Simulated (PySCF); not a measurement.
A calculated (LDA, PySCF 2.14, ANO-RCC-VTZP, the spin-free X2C one-electron Hamiltonian (Gaussian nucleus)) atom or ion has these occupied shells.

| shell | electrons | orbital energy (eV) | rms radius, mean of both spins (bohr) |
| --- | --- | --- | --- |
| 1s | 2 | -59.445 | 0.681 |

Question: Name the element and its charge.

Answer: Li⁺ (lithium, charge +1), in 1s2, closed-shell 1S.
